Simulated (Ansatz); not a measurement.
CH3ClOSn. Charge 0, multiplicity 1. Sn takes the def2 core potential. The bonds changed during the relaxation, so this is another structure than the one it started from.

```xyz
7

Cl    1.316   -1.574    1.029
Sn   -0.534   -1.883   -0.514
C     0.264    1.259   -0.298
O    -0.545    0.499   -0.781
H    -1.759   -1.528    0.723
H     1.071    0.891    0.352
H     0.187    2.336   -0.511
```

(1) What are the harmonic wavenumbers in cm⁻¹ at PBE0-D4/def2-TZVP (Ansatz, finite differences of forces, unscaled)? (An estimate is asked.)

(2) Is this a minimum?

(3) Give the ideal-gas thermochemistry at 298.15 K and 1 bar (rigid rotor, harmonic oscillator; point group C1, symmetry number 1).

(4) And at 400, 500, 600, 800 and 1000 K?

(5) Rotational constants (cm⁻¹)?

Results:

(1) The calculation gave: 97, 133, 185, 261, 311, 312, 492, 583, 1222, 1272, 1504, 1708, 1778, 2984, 3093.

(2) Yes, all 15 modes are real.

(3) Zero-point energy 95.3 kJ/mol; H(298) − E = 115.0 kJ/mol; entropy 350.1 J/(mol·K), of which translation 174.0, rotation 116.4, vibration 59.8; G(298) − E = 10.6 kJ/mol. Modes under 100 cm⁻¹ are hindered rotations or soft bends, so the harmonic entropy is rough.

(4) 
| T (K) | H − E (kJ/mol) | S (J/mol/K) | G − E (kJ/mol) |
| --- | --- | --- | --- |
| 400 | 124.6 | 377.9 | -26.5 |
| 500 | 134.9 | 400.8 | -65.5 |
| 600 | 145.9 | 420.8 | -106.6 |
| 800 | 169.6 | 454.8 | -194.3 |
| 1000 | 195.1 | 483.2 | -288.1 |

(5) 0.09915, 0.0851, 0.04659.
